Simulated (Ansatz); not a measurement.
## A barrier at the coupled-cluster level

Start structure (Si₃H₇Cl, singlet), relaxed at PBE0-D4/def2-TZVP:

Si1  (-0.341, -0.487, 1.895)
Si2  (0.642, -0.603, -0.224)
Cl3  (0.151, -2.434, -1.066)
H4  (2.125, -0.556, -0.107)
Si5  (-0.107, 1.086, -1.660)
H6  (0.131, -1.609, 2.747)
H7  (0.028, 0.806, 2.535)
H8  (-1.819, -0.556, 1.757)
H9  (0.503, 0.930, -3.006)
H10  (-1.587, 1.015, -1.775)
H11  (0.274, 2.410, -1.097)
(Å)

The step: Si₃H₇Cl ([SiH3][SiH]([SiH3])[Cl]) → SiH₃Cl ([SiH3][Cl]) + Si₂H₄ ([SiH][SiH3]) (still joined by a long Si–Cl bond); bonds formed: Si1–Cl3; bonds broken: Si1–Si2; bonds weakened to dative contacts: Si2–Cl3. Ansatz 0.2.0; basis: def2-TZVPP and def2-QZVPP; cores frozen in the correlated methods. Extrapolation: Hartree–Fock as exp(−7.88 √X), correlation as X^−2.97. Energies below are by CCSD(T) at an estimated basis limit (MP2 extrapolated from triple and quadruple zeta, plus CCSD(T) − MP2 in triple zeta).

**Question.** What are the electronic barrier and the energy of the step, from the start structure to the end structure? (An estimate is asked for; the value comes from the calculation.)

**Answer.** By the calculation: Barrier 2.186 eV; step energy 2.006 eV (uphill); reverse barrier, their difference, 0.180 eV. Barrier and step energy count from the start structure, the reverse barrier from the end structure.

The saddle point: One imaginary mode of 201i cm⁻¹.
```json
{"pair": "Si1–Cl3", "start (Å)": "3.58", "saddle (Å)": "2.22", "end (Å)": "2.11"}
{"pair": "Si1–Si2", "start (Å)": "2.34", "saddle (Å)": "2.67", "end (Å)": "3.19"}
{"pair": "Si2–Cl3", "start (Å)": "2.07", "saddle (Å)": "2.36", "end (Å)": "2.48"}
```

Zero-point energy (harmonic, PBE0-D4): ZPE is 1.636 eV at the start and 1.610 eV at the saddle, so the barrier goes from 2.186 to 2.160 eV.

T1 diagnostic: at most 0.014.

Losses and insertions of silylenes and their heavier kin drive the gas-phase chemistry of silicon and germanium vapour deposition.

Labels in which every atom is bracketed show which atoms are joined, not bond orders.

For scale, one of the runs: CCSD(T)/def2-TZVPP, 266 basis functions, launched by `ansatz run in.yaml --threads 4 --pin off --events-out ev --progress --plain --max-ram 9574MiB`. Time: 3.2 min of wall clock on 4 CPU threads of an Intel Xeon; the host was shared. Peak host memory: 5.7 GiB.
